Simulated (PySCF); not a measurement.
Computed shifts of a molecule CH7GeNOSi, PBE/pcSseg-1 (PySCF), GIAO, gas phase, equivalent atoms averaged, in ppm (number of nuclei): ¹³C: 60.9 (1). ¹⁵N: 30.6 (1). ²⁹Si: -2.9 (1). ¹H: 6.72 (1), 6.43 (1), 6.22 (1), 4.37 (2), 0.14 (1), 0.10 (1). References: ¹⁷O against H2O (σ = 334.3 ppm); ⁷³Ge against GeH4 (σ = 1614.4 ppm); ¹³C against TMS (σ = 182.0 ppm); ¹⁵N against NH3 (σ = 267.0 ppm); ²⁹Si against TMS (σ = 335.4 ppm); ¹H against TMS (σ = 31.49 ppm), references at their B3LYP-D3(BJ)/def2-TZVP geometries, non-relativistic. The structure is a stationary point at PBE0-D3(BJ)/def2-SVP. Other conformers were not sampled.

Identify the compound among the candidates.
(A) [OH][Ge@@H]1[CH2]N[SiH2]1
(B) C[Si@H]1[NH][GeH2][O]1
(C) N[Si@H]1C[O][GeH2]1
(D) [OH][Ge@H]1[CH2][SiH2][NH]1

A, [OH][Ge@@H]1[CH2]N[SiH2]1
